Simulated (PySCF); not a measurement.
# Electronic structure of Hf (hafnium, neutral) at the UHF level

Configuration: [Xe] 4f14 5d3 6s1, high-spin 5F determinant (an excited configuration). Computed with PySCF 2.14 in x2c-TZVPPall (11s7p7d3f1g, 97 functions), with the spin-free X2C one-electron Hamiltonian (Gaussian nucleus).

```
Total energy                        : -15073.372828 hartree
One-electron energy                 : -20704.1454 hartree
Hartree (Coulomb) energy            : 5938.8444 hartree
Exchange energy                     : -308.0719 hartree
⟨S²⟩                                : 6.0079
⟨L²⟩                                : 12.037
Sum of ⟨r⟩                          : 44.57 bohr
Sum of ⟨r²⟩                         : 69.68 bohr²
Langevin diamagnetic susceptibility : -55.2 ×10⁻⁶ cm³/mol
```

```csv
shell,electrons,mean orbital energy (eV),spread (eV),"rms radius, mean of both spins (bohr)"
1s α,1,-65682.9,0,0.0215
1s β,1,-65682.9,0,0.0215
2s α,1,-11368.1,0,0.0869
2s β,1,-11367.9,0,0.0869
2p α,3,-10005.2,0,0.0788
2p β,3,-10005.1,0,0.0788
3s α,1,-2648.9,0,0.222
3s β,1,-2648.8,0,0.222
3p β,3,-2232.6,0,0.224
3p α,3,-2232.6,0,0.224
3d α,5,-1724.6,0.122,0.205
3d β,5,-1724.5,0.036,0.205
4s α,1,-562.95,0,0.498
4s β,1,-562.81,0,0.498
4p α,3,-423.28,0,0.530
4p β,3,-423.19,0,0.530
4d α,5,-236.74,0.298,0.577
4d β,5,-236.55,0.109,0.577
5s α,1,-79.080,0,1.23
5s β,1,-77.142,0,1.23
5p α,3,-43.505,0,1.45
5p β,3,-40.340,0,1.45
4f α,7,-29.436,0.062,0.749
4f β,7,-29.249,0.180,0.749
6s α,1,-7.018,0,3.92
5d α,3,-5.916,0,2.85
```

Spin-orbit coupling, absent here, splits the open shell strongly.

Densities and radii are taken from the X2C orbitals without a picture-change correction, which distorts them close to the nucleus.

Spin-orbit constants ζ (cm⁻¹) from the X2C one-electron operator on these orbitals: bare nucleus, nucleus screened by l(l+1)(2l+1)/3 electrons, and screened by the Breit-Pauli mean field of the electrons.

```
shell     bare  screened nucleus  mean field
   2p  6051000           5883000         n/a
   3p  1310000           1274000         n/a
   3d   205000            176500         n/a
   4p   295000            286800         n/a
   4d    39510             34020         n/a
   4f     6408              3916         n/a
   5p    35290             34310         n/a
   5d     1464              1261         n/a
```

To first order the Landé constant is A = 315.3 cm⁻¹, so the lowest level has J = 1 and lies 0.313 eV below the centre of the term. This holds in LS coupling only.
